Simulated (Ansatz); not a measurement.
`NBF` and `NBBr` differ in one element.

Ansatz, PBE0-D4/def2-TZVP geometries, multiplicity 1. Each molecule was computed in one conformer, which needn't be the lowest.

Scalar relativity is left out up to krypton.

| property | `NBF` |
| --- | --- |
| size of the dipole moment (B3LYP/def2-TZVPP) / D | 2.41 |
| HOMO–LUMO gap (PBE/def2-TZVPP) / eV | 7.05 |
| LUMO energy (ωB97M-V/def2-TZVPP) / eV | 2.27 |
| LUMO energy (PBE/def2-TZVPP) / eV | -0.07 |
| LUMO energy (PBE0/def2-TZVPP) / eV | 0.92 |
| LUMO energy (B3LYP/def2-TZVPP) / eV | 0.62 |

**Question.** Give the same properties after the change, and the shifts. (Estimate.)

**Answer.** Computed: 
| property | `NBBr` | shift |
| --- | --- | --- |
| size of the dipole moment (B3LYP/def2-TZVPP) / D | 2.81 | 0.40 |
| HOMO–LUMO gap (PBE/def2-TZVPP) / eV | 5.77 | -1.28 |
| LUMO energy (ωB97M-V/def2-TZVPP) / eV | 1.95 | -0.32 |
| LUMO energy (PBE/def2-TZVPP) / eV | -0.96 | -0.89 |
| LUMO energy (PBE0/def2-TZVPP) / eV | 0.00 | -0.92 |
| LUMO energy (B3LYP/def2-TZVPP) / eV | -0.21 | -0.83 |

With PBE0 the HOMO rises by 0.55 eV and the LUMO falls by 0.92 eV, so the gap narrows by about 1.47 eV. PBE moves the HOMO by 0.38 eV and ωB97M-V by 0.72 eV. Dipoles are sizes alone; their direction can turn.

B3LYP here is the variant with VWN-RPA as its local correlation; programs differ in this.

Spin–orbit coupling is left out; it splits and shifts lone-pair levels of the heavy atoms by tenths of an eV.
